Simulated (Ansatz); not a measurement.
Consider the isomerisation: `BN([SiH3])[SiH3]` → `BN[SiH2][SiH3]`.

Calculated with Ansatz (gas phase, PBE0-D4/def2-TZVP geometries, no zero-point term in ΔE). CBS: MP2 limit from def2 TZ/QZ plus the TZ coupled-cluster correction, frozen cores. Functionals use def2-TZVPP. B3LYP here is the variant with VWN-RPA as its local correlation; programs differ in this. One conformer a species, not always the lowest.

(1) Is it downhill or uphill in electronic energy at CCSD(T)/CBS, and by how much? (Estimate.)

(2) What do these levels give: revPBE-D4, BLYP-D4, B3LYP-D4, ωB97X-V, ωB97M-V, MP2/def2-SVP? (An estimate is asked.)

(3) What do rigid-rotor, harmonic-oscillator terms from PBE0-D4/def2-TZVP frequencies (298.15 K, 1 bar) make of the CCSD(T)/CBS value? (Best estimate.)

Largest T1 diagnostic among the species: 0.013.

## Answers

(1) Computed: Uphill: ΔE = +44.1 kJ/mol.

(2) Computed: revPBE-D4 24.7, BLYP-D4 35.2, B3LYP-D4 39.0, ωB97X-V 39.3, ωB97M-V 45.2, MP2/def2-SVP 47.3 kJ/mol.

(3) The calculation gave: ΔZPE = +4.9 kJ/mol, ΔH = +49.8 kJ/mol, ΔS = 7 J/(mol·K), ΔG = +47.8 kJ/mol. Modes under 50 cm⁻¹ make the entropy rough.

From r2SCAN to r2SCAN0 (25 % exact exchange), in def2-TZVPP and without D4, ΔE moves by +3.3 kJ/mol. Leaving LDA and LC-ωPBE aside and taking each functional with its dispersion term where it has one, the values, not all of them listed here, spread over 26.8 kJ/mol, from PBE-D4 to BHLYP-D4. LDA lies +5.5 kJ/mol from PBE without D4.
